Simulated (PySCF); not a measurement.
## Correlation energy of Cd(2+) (cadmium, charge +2)

[Kr] 4d9 5p1, one real determinant (an excited configuration). All numbers are calculated (PySCF 2.14, scalar relativity by spin-free X2C-1e, in x2c-TZVPPall (8s6p6d2f1g, 79 functions)). Frozen: [Kr]; 10 electrons correlated.

```tsv
level	correlation energy (mhartree)
CCSD	-294.14
(T)	-7.10
CCSD(T)	-301.24
```

Diagnostics: T1 = 0.0069, D1 = 0.0301, largest double amplitude 0.043.

Q: Is a single reference adequate?

A: Yes, within this model without spin-orbit coupling: T1 lies below 0.03 and no double amplitude reaches 0.07.

The reference is one real determinant that mixes LS terms of this configuration.
